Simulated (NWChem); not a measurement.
Molecule: BHOBrF; SMILES FB(Br)O

```xyz
5

B      0.0173    -0.9473     0.0000
F     -1.1333    -1.6126     0.0000
Br    -0.0182     0.9837     0.0000
O      1.2060    -1.5792     0.0000
H      1.1026    -2.5449     0.0000
```
Atoms are numbered in this order, from 1.

Geometry: optimised at B3LYP/6-31G* (spherical d).

Symmetry labels are those of Cs in the frame above (b1 and b2, or b-type labels, depend on it).

Problem. List the 4 lowest vertical singlet excitations from PBE/def2-SVPD, TDA (NWChem).

Solution. 
| state | energy (eV) | oscillator strength | symmetry | leading excitation (squared amplitude) |
|---|---|---|---|---|
| S1 | 6.35 | 0.020 | a' | HOMO → LUMO (0.99) |
| S2 | 6.35 | 0.000 | a" | HOMO → LUMO+1 (1.00) |
| S3 | 6.60 | 0.012 | a" | HOMO−1 → LUMO (1.00) |
| S4 | 7.19 | 0.110 | a' | HOMO−1 → LUMO+1 (0.87) |
